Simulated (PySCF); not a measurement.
**How methods differ on the excitation energy of O⁺**

O⁺ [He] 2s2 2p3 (4S) → O⁺ [He] 2s2 2p2 3s1 (4P), as a difference of total energies. Calculation: PySCF 2.14, in dyall-av2z; the non-relativistic Hamiltonian (point nucleus). Correlated levels: valence: 1s2 frozen; virtual orbitals above 40 to 60 times the deepest correlated orbital energy dropped. The calculations carry no spin-orbit coupling.

| method | excitation energy (eV) |
| --- | --- |
| UHF | 22.792 |
| LDA | 23.248 |
| PBE | 22.948 |
| PBE0 | 23.069 |
| r2SCAN | 23.450 |
| TPSS | 23.121 |
| B3LYP | 22.975 |
| TPSSh | 23.160 |
| PBEsol | 23.068 |
| MP2 (valence) | 23.035 |
| SCS-MP2 (valence) | 22.850 |

Task: How much does correlation contribute at MP2 (valence)?

Result: 23.035 − (22.792) = 0.243 eV, measured against UHF.

Errors of the correlated levels include the incompleteness of this basis and the frozen core.

For comparison: 22.987 eV (measured; NIST levels, between the centres of gravity of the two terms).
